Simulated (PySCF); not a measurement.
A species of formula C7H14OSi has this rotational fingerprint, computed with PySCF, PBE0-D3(BJ)/def2-SVP geometry optimisation, gas phase:

| Property | Result |
| --- | --- |
| Rotational constants | A = 2938, B = 495.7, C = 443.2 MHz |
| Dipole components | \|μa\| = 0.37 D, \|μb\| = 0.78 D, \|μc\| = 0.09 D |
| Inertial defect | -51.28 u·Å² |
| κ | -0.96 |

Question: Which structure is it? (One computed conformer of each.)
A. `[CH2:1]=[CH:2][C:3](=[CH2:4])[O:5][Si:6]([CH3:7])([CH3:8])[CH3:9]` with C1–C2–C3–C4 179°, C2–C3–O5–Si6 178°
B. `[CH3:1][CH:2]([CH3:3])[O:4][SiH:5]1[CH2:6][CH:7]=[CH:8][CH2:9]1` with C1–C2–O4–Si5 134°, C2–O4–Si5–C6 -178°
C. `[CH2:1]=[CH:2]/[C:3](=[CH:4]\[CH2:5][O:6][SiH3:7])[CH2:8][CH3:9]` with C1–C2–C3–C4 -172°, C3–C4–C5–O6 -171°, C4–C5–O6–Si7 178°, C2–C3–C8–C9 74°
D. `[CH2:1]1[CH2:2][SiH:3]([CH:4]2[CH2:5][CH2:6]2)[CH2:7][CH2:8][O:9]1` with C2–Si3–C4–C5 155°, O9–C1–C2–Si3 -55°, C1–C2–Si3–C4 163°, Si3–C4–C5–C6 -109°, C2–Si3–C7–C8 -40°

Answer: C. It is C=C/C(=C\CO[SiH3])CC, a near-prolate asymmetric top, point group C1. The candidates at the same level (rigid rotor, commonest isotopes):

```csv
SMILES,A (MHz),B (MHz),C (MHz),μa (D),μb (D),μc (D),Δ (u·Å²),point group,rotor
C1C[SiH](C2CC2)CCO1,3187,783.2,671.2,1.27,0.00,0.12,-50.86,Cs,near-prolate asymmetric top
C=C/C(=C\CO[SiH3])CC,2938,495.7,443.2,0.37,0.78,0.09,-51.28,C1,near-prolate asymmetric top
CC(C)O[SiH]1CC=CC1,2865,759.8,702.9,0.44,0.42,0.62,-122.54,C1,near-prolate asymmetric top
C=CC(=C)O[Si](C)(C)C,1985,888.0,765.8,1.26,0.15,0.03,-163.79,near Cs,asymmetric top
```

`C1C[SiH](C2CC2)CCO1` has B 58 % too high; `C=CC(=C)O[Si](C)(C)C` has B 79 % too high; `CC(C)O[SiH]1CC=CC1` has C 59 % too high. No structure here is proved a minimum.
